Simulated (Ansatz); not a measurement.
Wavefunction ladder for F3H3O3W (`[OH][W]([OH])([OH])([F])([F])[F]`)

Z-matrix (Å, degrees):
```
W
O 1 1.864
O 1 1.864 2 92.7
F 1 1.877 2 169.2 3 167.1
F 1 1.877 2 97.8 3 -84.8
O 1 1.864 2 92.7 3 92.8
F 1 1.877 2 84.5 3 -169.6
H 2 0.961 1 125.2 3 176.4
H 3 0.961 1 125.1 2 -90.8
H 6 0.961 1 125.1 2 176.4
```

Charge 0, multiplicity 1. Correlated methods include outer-core shells of W, which these sets cover unevenly. W takes the def2 core potential. The geometry is a stationary point of PBE0-D4/def2-TZVP. It is one conformer, not always the lowest. Frozen core, restricted reference, Ansatz.

```
     basis     HF (Eh)  MP2 corr.  CCSD corr.       (T)  CCSD(T) total
  def2-SVP  -590.79149   -1.51220    -1.48367  -0.05009     -592.32525
def2-TZVPP  -591.50590   -1.98781           –         –              –
def2-QZVPP  -591.53161   -2.17921           –         –              –
```
